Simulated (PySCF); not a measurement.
CH6N, charge +1. Atoms are numbered in the order given.

```xyz
8

C      0.0000     0.0000    -0.7924
N      0.0000     0.0000     0.7045
H      0.0000    -1.0314    -1.1371
H      0.8932     0.5157    -1.1371
H     -0.8932     0.5157    -1.1371
H     -0.8243    -0.4759     1.0781
H      0.0000     0.9519     1.0781
H      0.8243    -0.4759     1.0781
```
Charge +1, spin multiplicity 1.

Coordinates come from a PBE0-D3(BJ)/def2-TZVP optimisation. The isomer is the one that the SMILES or the coordinates give; other isomers of the formula were not compared.

The numbers are results of PySCF with CAM-B3LYP/def2-TZVPD, not measurements.

Symmetry labels are those of the subgroup Cs that the program uses (full group C3v).

Computed valence orbital energies around the gap with their symmetry:
```
orbital  symmetry  energy (eV)
-------  --------  -----------
HOMO−7         A'      -285.90
HOMO−6         A'       -35.63
HOMO−5         A'       -27.66
HOMO−4         A"       -23.96
HOMO−3         A'       -23.96
HOMO−2         A'       -21.19
HOMO−1         A"       -18.87
HOMO           A'       -18.87
LUMO           A'        -4.81
LUMO+1         A'        -3.06
LUMO+2         A"        -2.86
LUMO+3         A'        -2.86
```
